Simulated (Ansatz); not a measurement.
Geometry optimisation, RKS B3LYP-D4/STO-3G in Ansatz.

Input file:

```yaml
crystal:
  periodic: [false, false, false]
  atoms:
    - { symbol: Si, position_ang: [0.0, 0.0, 0.0] }
    - { symbol: "N", position_ang: [0.0, 0.0, 1.82] }
    - { symbol: H, position_ang: [-0.877, -0.2713, 2.35] }
    - { symbol: H, position_ang: [0.877, 0.2713, 2.35] }
    - { symbol: O, position_ang: [1.5842, 0.0, -0.5594] }
    - { symbol: Si, position_ang: [2.4906, -1.3762, -0.8866] }
    - { symbol: H, position_ang: [1.6598, -2.3521, -1.5857] }
    - { symbol: H, position_ang: [3.6318, -1.0202, -1.7249] }
    - { symbol: H, position_ang: [2.9691, -1.9538, 0.366] }
    - { symbol: O, position_ang: [-0.7913, 1.3709, -0.5594] }
    - { symbol: H, position_ang: [-1.7491, 1.1401, -0.7818] }
    - { symbol: O, position_ang: [-0.7913, -1.3709, -0.5594] }
    - { symbol: H, position_ang: [-1.2459, -1.8365, 0.2129] }
basis:
  gaussian: { orbitals: STO-3G }
hamiltonian:
  xc: b3lyp
  dispersion: d4
relax:
  f_tol: 0.02
  max_steps: 40
```

Command:

```bash
$ ansatz run input.yaml --threads 1 --pin off --max-ram 2048MiB --backend cpu --events-out ev --progress --plain --runs-dir out
```

Question: Where does it end, and by what steps?

Answer: It converged. Limits of this set-up: minimal basis. After 26 steps the energy has fallen by 0.594 eV; H3 moved furthest, 1.26 Å.

```csv
step,energy less start (eV),largest force component (eV/Å),accepted
0,0.0000,2.838,yes
1,-0.3145,1.662,yes
2,-0.4156,1.249,yes
3,-0.4901,0.646,yes
4,-0.4986,0.793,yes
5,-0.5162,0.125,yes
6,-0.5203,0.096,yes
7,-0.5203,0.137,no
8,-0.5216,0.036,yes
9,-0.5246,0.126,yes
10,-0.5034,1.169,no
11,-0.5273,0.093,yes
12,-0.5275,0.384,yes
13,-0.5312,0.207,yes
14,-0.5398,0.135,yes
15,-0.5530,0.225,yes
16,-0.5761,0.272,yes
17,-0.5813,0.319,yes
18,-0.5886,0.147,yes
19,-0.5892,0.148,yes
20,-0.5835,0.838,no
21,-0.5915,0.025,yes
22,-0.5926,0.068,yes
23,-0.5933,0.035,yes
24,-0.5934,0.061,yes
25,-0.5939,0.023,yes
26,-0.5940,0.005,yes
```

```xyz
13
Properties=species:S:1:pos:R:3
Si -0.056 -0.156 0.238
N -0.195 0.000 1.975
H -0.539 0.940 2.275
H 0.694 -0.165 2.498
O 1.483 0.047 -0.395
Si 2.305 -1.297 -1.030
H 1.688 -1.814 -2.235
H 3.626 -0.814 -1.367
H 2.445 -2.378 -0.074
O -1.096 1.059 -0.335
H -1.041 1.001 -1.353
O -0.469 -1.734 -0.243
H -1.088 -2.087 0.486
```

Whether the end is a true minimum wasn't checked by a vibrational analysis.

Time of the run: 100 s on 1 thread of Arm Neoverse V2 (shared host), peak memory 0.13 GiB.
